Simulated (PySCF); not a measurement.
TaCl4, SMILES [Cl][Ta+]([Cl])([Cl])[Cl], charge +1, multiplicity 1.

Geometry: PBE-D3(BJ)/def2-SVP. The multiplicity is an assumed one; no other spin state was optimised. The isomer is the one that the SMILES or the coordinates give; other isomers of the formula were not compared. The def2 effective core potentials stand for the cores of Ta; spin–orbit coupling is left out.

The numbers are results of TDDFT-CAM-B3LYP/def2-SVPD (PySCF 2.14.0), not measurements.

Vertical excitations; the highest root listed may be one member of a degenerate set. Gas-phase values at a fixed geometry. State labels are in the subgroup D2.

Computed lowest excited states:
```json
[
 {"state": "S1", "symmetry": "B1", "energy (eV)": "4.90", "λ (nm)": "253", "f": "0.000", "main pairs": "HOMO−2→LUMO (degenerate set)"},
 {"state": "S2", "symmetry": "B3", "energy (eV)": "4.90", "λ (nm)": "253", "f": "0.000", "main pairs": "HOMO→LUMO+1, HOMO→LUMO (degenerate set)"},
 {"state": "S3", "symmetry": "B2", "energy (eV)": "4.90", "λ (nm)": "253", "f": "0.000", "main pairs": "HOMO−1→LUMO+1, HOMO−1→LUMO (degenerate set)"},
 {"state": "S4", "symmetry": "B3", "energy (eV)": "5.21", "λ (nm)": "238", "f": "0.027", "main pairs": "HOMO→LUMO, HOMO→LUMO+1, HOMO−3→LUMO+1 (degenerate set)"},
 {"state": "S5", "symmetry": "B1", "energy (eV)": "5.21", "λ (nm)": "238", "f": "0.027", "main pairs": "HOMO−2→LUMO+1, HOMO−5→LUMO (degenerate set)"},
 {"state": "S6", "symmetry": "B2", "energy (eV)": "5.21", "λ (nm)": "238", "f": "0.027", "main pairs": "HOMO−1→LUMO, HOMO−1→LUMO+1, HOMO−4→LUMO+1 (degenerate set)"},
 {"state": "S7", "symmetry": "B3", "energy (eV)": "5.57", "λ (nm)": "223", "f": "0.000", "main pairs": "HOMO−3→LUMO, HOMO−3→LUMO+1 (degenerate set)"},
 {"state": "S8", "symmetry": "B1", "energy (eV)": "5.57", "λ (nm)": "223", "f": "0.000", "main pairs": "HOMO−5→LUMO+1 (degenerate set)"},
 {"state": "S9", "symmetry": "B2", "energy (eV)": "5.57", "λ (nm)": "223", "f": "0.000", "main pairs": "HOMO−4→LUMO, HOMO−4→LUMO+1 (degenerate set)"},
 {"state": "S10", "symmetry": "A", "energy (eV)": "5.88", "λ (nm)": "211", "f": "0.000", "main pairs": "HOMO−1→LUMO+3 23 %, HOMO−2→LUMO+2 23 %, HOMO→LUMO+4 23 %, HOMO−6→LUMO+1 12 %"},
 {"state": "T1", "symmetry": "B3", "energy (eV)": "4.60", "λ (nm)": "270", "f": "0", "main pairs": "HOMO→LUMO, HOMO→LUMO+1 (degenerate set)"},
 {"state": "T2", "symmetry": "B1", "energy (eV)": "4.60", "λ (nm)": "270", "f": "0", "main pairs": "HOMO−2→LUMO+1 (degenerate set)"},
 {"state": "T3", "symmetry": "B2", "energy (eV)": "4.60", "λ (nm)": "270", "f": "0", "main pairs": "HOMO−1→LUMO, HOMO−1→LUMO+1 (degenerate set)"},
 {"state": "T4", "symmetry": "B1", "energy (eV)": "4.76", "λ (nm)": "260", "f": "0", "main pairs": "HOMO−2→LUMO 94 %"}
]
```
Triplets are in the Tamm–Dancoff approximation, which puts them higher than full response would, so one can lie above its singlet here.
